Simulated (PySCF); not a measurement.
Finite-field polarisability of In (indium, neutral)

[Kr] 4d10 5s2 5p1, 2P determinant. All numbers are calculated (PySCF 2.14, scalar relativity through the core potential, in aug-cc-pVQZ-PP with ECP28MDF (7s7p5d3f2g, 92 functions)). Frozen: 4s2 4p6 4d10. Energy changes in a uniform field (μhartree):

```csv
axis,F (au),HF,MP2,CCSD,CCSD(T)
x,0.0018,-97.946,-97.350,-95.952,-96.161
x,0.0036,-392.312,-389.929,-384.316,-385.156
y,0.0014,-100.735,-98.224,-97.201,-97.282
y,0.0028,-404.750,-394.569,-390.388,-390.708
```

By symmetry the remaining axis equals x.

Task: Derive α along x at CCSD(T) from the two fields.

Result: With ΔE = −αF²/2 − γF⁴/24, α = −(16 ΔE(F) − ΔE(2F))/(6F²) = 59.33 bohr³.

Task: And the mean polarisability at each level?

Result: The components xx, yy, zz at CCSD(T) are 59.33, 99.13, 59.33, the third axis being equal by symmetry to one of the two computed. Means: HF 74.50, MP2 73.41, CCSD 72.49, CCSD(T) 72.60 bohr³. Reference: 65 ± 4 bohr³ (recommended; Schwerdtfeger and Nagle, table of static dipole polarizabilities (2023 update)).

CCSD(T) lies more than 5 % above the reference; correlation of the frozen inner shells, absent here, would lower it, and spin-orbit coupling is absent too.
